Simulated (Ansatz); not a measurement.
Program: Ansatz. Geometries: PBE0-D4/def2-TZVP. ΔE: electronic, gas phase. CCSD(T)/CBS is the MP2 limit (def2-TZVPP, def2-QZVPP) plus CCSD(T) − MP2 in def2-TZVPP, frozen cores. DFT in def2-TZVPP. B3LYP here is the variant with VWN-RPA as its local correlation; programs differ in this. One conformer a species, not always the lowest.

Reaction (isomerisation): `O=CB(F)[SiH3]` → `FB1OC[SiH2]1`

Task: Is it downhill or uphill in electronic energy at CCSD(T)/CBS, and by how much? (Best estimate.)

Result: Ansatz gave: Downhill: ΔE = -1.61 eV.

Task: What do these levels give: LDA (SPW92), revPBE-D4, BLYP-D4, PBE-QIDH, PBE, revPBE, r2SCAN, PBE0, B3LYP, CCSD/def2-SVP, MP2/def2-TZVPP, CCSD(T)/def2-TZVPP? (Best estimate.)

Result: Computed: LDA (SPW92) -2.01, revPBE-D4 -1.54, BLYP-D4 -1.40, PBE-QIDH -1.76, PBE -1.62, revPBE -1.49, r2SCAN -1.68, PBE0 -1.70, B3LYP -1.48, CCSD/def2-SVP -1.40, MP2/def2-TZVPP -1.69, CCSD(T)/def2-TZVPP -1.57 eV.

Largest T1 diagnostic among the species: 0.015.

From PBE to PBE0 (25 % exact exchange), in def2-TZVPP and without D4, ΔE moves by −0.08 eV. In def2-TZVPP, CCSD(T) changes the Hartree–Fock value by −0.28 eV (the triples alone add −0.02 eV) and MP2 by −0.40 eV. At CCSD(T), def2-SVP lies +0.20 eV from the extrapolated value and def2-TZVPP +0.05 eV.
